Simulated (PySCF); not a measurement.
Work out the structure from these simulated measurements.

Elements present: C, H, O and Si. Monoisotopic mass: 138.0501 u.

| Item | Value |
| --- | --- |
| Valence photoelectron | vertical ionisation energy: 7.91 eV [ΔSCF wB97X-D/def2-SVPD] |
| Polarisability | 109.3 au [wB97X-D/def2-SVPD] |
| Dipole | 0.73 D [wB97X-D/def2-SVPD] |
| NMR, other nuclei | isotropic shieldings of nuclei other than C and H, by class: 25 (1 O), 360 (1 Si) ppm [GIAO B3LYP/pcSseg-1] |
| UV, first state | lowest singlet excitation: 5.73 eV (216 nm, f = 0.333) [TDDFT wB97X-D/def2-SVPD] |
| Triplet | lowest triplet excitation (Tamm–Dancoff): 3.93 eV [TDA wB97X-D/def2-SVPD] |
| 13C NMR | chemical shifts (computed TMS as zero) by class: 161.4 (1 C), 145.1 (1 C), 116.4 (1 C), 109.2 (1 C), 32.9 (1 C), 30.0 (1 C), 7.1 (1 C) ppm [GIAO B3LYP/pcSseg-1] |
| Rotational structure | rotational constants A, B, C: 3.627, 0.804, 0.798 GHz [PBE0-D3(BJ)/def2-SVP] |

Electronic properties: PySCF, gas phase, density fitting. Levels stand in brackets. Isolated species at its PBE0-D3(BJ)/def2-SVP geometry (one conformer only). NMR classes are plain means over equivalent atoms (diastereotopic ones count apart unless rotation or inversion swaps them), as if these changed places fast.

Q: Which formula fits the mass and the elements?

A: C7H10OSi (calculated 138.0501). No other formula that holds each of these elements comes within 0.0003 u with a fitting electron parity and a possible valence count.

Q: Propose a structure and show how it fits.

A: Numbering: `[cH:1]1[cH:2][o:3][c:4]([C@@H:5]2[CH2:6][CH2:7][SiH2:8]2)[cH:9]1`. Its formula, C7H10OSi, gives 4 degrees of unsaturation: 2 rings and 2 π bonds in the structure found (Kekulé form). 7 carbons fall into 7 classes; from least to most shielded: substituted aromatic carbon [C4] (161.4 ppm), aromatic CH next to a ring oxygen [C2] (145.1 ppm), aromatic CH carbon [C1] (116.4 ppm), aromatic CH carbon [C9] (109.2 ppm), four-membered-ring carbon [C6] (32.9 ppm), ring sp3 carbon bound to silicon [C5] (30.0 ppm), ring sp3 carbon bound to silicon [C7] (7.1 ppm). The other shieldings belong to: 25 ppm, furan-type oxygen [O3]; 360 ppm, SiH2 silicon [Si8]. The first electron is taken from the HOMO, whose largest Löwdin shares are 0.23 on the aromatic CH next to a ring oxygen, 0.20 on the substituted aromatic carbon, 0.16 on an aromatic CH carbon and 0.12 on an aromatic CH carbon. The optimised geometry has point group C1 and is an asymmetric top. Structure: `C1=COC([C@@H]2CC[SiH2]2)=C1`. Computed isomers that give other values at the same levels: `C#C[C@@H]1C[Si@@H]1/C=C/OC` (lowest singlet excitation: 5.56 eV (223 nm, f = 0.269)); `C#C[C@@H]1C[Si@H]1/C=C/OC` (lowest singlet excitation: 5.51 eV (225 nm, f = 0.349)); `C#C[C@@H]1C[Si@@H]1/C=C\OC` (lowest singlet excitation: 5.28 eV (235 nm, f = 0.429)). The assignments are read from this structure; whether some other isomer fits the data as well wasn't checked. The mirror image fits equally.

The values belong to the conformer `[cH:1]1[cH:2][o:3][c:4]([C@@H:5]2[CH2:6][CH2:7][SiH2:8]2)[cH:9]1`: O3–C4–C5–C6 52°.
